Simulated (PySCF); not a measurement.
SMILES CO[Si](O)([GeH3])OC, GFN2-xTB optimised geometry.

```
17

C     -1.63    -1.79    -1.76
O     -0.32    -1.63    -1.31
Si     0.12    -0.78     0.00
O      1.74    -0.78     0.00
Ge    -0.44     1.46     0.00
O     -0.55    -1.55     1.27
C     -0.51    -1.12     2.59
H     -1.60    -2.31    -2.71
H     -2.11    -0.81    -1.90
H     -2.22    -2.37    -1.04
H      2.22    -1.55    -0.31
H      0.50     2.37     0.72
H     -1.77     1.78     0.64
H     -0.58     2.09    -1.35
H      0.47    -1.33     3.03
H     -0.69    -0.04     2.66
H     -1.28    -1.64     3.15
```

Density from PBE0/def2-SVP (PySCF) at that geometry.

Minimum of the electron density along straight lines between bonded atoms, close to the bond critical point (lines longer than 1.1 times the sum of covalent radii, or with two minima, are not listed):

```tsv
bond	length / Å	ρ at the minimum / e bohr⁻³	∇²ρ there / e bohr⁻⁵	position (fraction from the first atom)
C1–O2	1.398	0.256	-0.28	0.34
O2–Si3	1.618	0.133	1.12	0.59
Si3–O4	1.621	0.133	1.10	0.41
Si3–Ge5	2.314	(withheld)	(withheld)	0.34
Si3–O6	1.630	0.129	1.08	0.41
O6–C7	1.398	0.257	-0.29	0.66
C1–H8	1.090	0.284	-1.09	0.64
C1–H9	1.095	0.280	-1.05	0.63
C1–H10	1.091	0.283	-1.08	0.64
O4–H11	0.955	(withheld)	-2.45	0.82
Ge5–H12	1.496	0.140	0.08	0.59
Ge5–H13	1.505	0.138	0.08	0.59
Ge5–H14	1.498	0.139	0.08	0.59
C7–H15	1.092	0.282	-1.07	0.63
C7–H16	1.096	0.279	-1.04	0.63
C7–H17	1.090	0.283	-1.09	0.64
```

**Question.** Complete the blanks.

**Answer.** 
- Si3–Ge5, ρ at the minimum / e bohr⁻³: 0.099
- Si3–Ge5, ∇²ρ there / e bohr⁻⁵: -0.05
- O4–H11, ρ at the minimum / e bohr⁻³: 0.354
